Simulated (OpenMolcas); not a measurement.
## Pd2+: effect of the IPEA shift

- Program: OpenMolcas
- Basis: ANO-RCC-VQZP [8s7p5d3f2g1h]
- Scalar Hamiltonian: DKH2, point nucleus
- Active space: 8 electrons in 5 orbitals (4d)
- State averaging: 2S+1 = 3 even, 10 roots; 2S+1 = 1 even, 15 roots
- Spin-orbit coupling: RASSI with atomic mean-field integrals over the reference wave functions, term energies averaged over their components

Methods on the same reference wave functions:
A. CASSCF
B. SS-CASPT2, IPEA 0.25 Eh, imaginary shift 0.1 Eh (closed shells correlated: 4s 4p)
C. SS-CASPT2, IPEA 0.5 Eh, imaginary shift 0.1 Eh (closed shells correlated: 4s 4p)

Energies in cm⁻¹ above 4d⁸ ³F₄, the measured ground level; measured values from Moore, Atomic Energy Levels, vol. III, NSRDS-NBS 35 (1971 reprint of NBS Circular 467, 1958).

```csv
Level,A,B,C,Measured
4d⁸ ³F₄,0.0,0.0,0.0,0.0
4d⁸ ³F₃,3135,3160,3160,3230
4d⁸ ³F₂,4824,4530,4560,4687
4d⁸ ³P₁,17415,13820,14290,13470
4d⁸ ³P₀,17742,14070,14530,13699
4d⁸ ¹G₄,21487,17940,17840,17880
4d⁸ ¹S₀,50238,41460,41680,
```

Deviations, from unrounded energies. A percentage is the sum of absolute deviations over the sum of measured energies, with the sign that they share, or ± where signs differ.

```csv
Against measurement,Levels,A,B,C
mean absolute deviation (cm-1),5,2400,200,380
fine structure of the ground term (%),2,±2.9,-2.8,-2.5
other terms of the ground configuration (%),3,+25.7,+1.7,±3.8
```

B lies closest to measurement on these levels and A furthest from it. The largest miss of B in the table is 4d⁸ ³P₀, by +370 cm-1. The ranking rests on the paired levels alone, and a cruder setting can come out closer through cancelling errors.

Between B and C the level of the table that moves most is 4d⁸ ³P₁, by 470 cm-1 (lowest in B, highest in C). Moves below CASPT2's spread within the term are not significant.

The mean deviations of B to C differ by less than CASPT2's widest spread within a term (690 cm-1), so their order carries little weight.

From A to B the spin-free energies of the other terms of 4d⁸ shown, above ³F, scale by factors of 0.75 to 0.81, as is usual when dynamic correlation screens the repulsion within a d or f shell.

The lowest spin-free term lies below A's lowest term by 0.591 hartree in B, 0.584 hartree in C.

CASPT2 does not keep the components of a term degenerate, so their means are used; among the terms shown or strongly mixed into the levels shown the widest spread is 690 cm-1 (4d⁸ ¹G, B). Levels of configurations with an s electron are missing; early in the row they begin among the upper levels of the d shell and mix with terms of their name. Without dynamic correlation excited terms often stand tens of per cent too high (terms of higher spin than the ground term too low), and those without a measured partner can miss by more than the paired ones (holds for A). Measured partners are found by configuration, term and J. A level has none where our copy of the source lacks it or the pairing is in doubt (some pairs that miss far off the trend of their configuration count as doubtful), and it then counts in no deviation. Levels of configurations outside the active space are missing. The table leaves out levels that lie high or whose names do not pair safely across all columns.
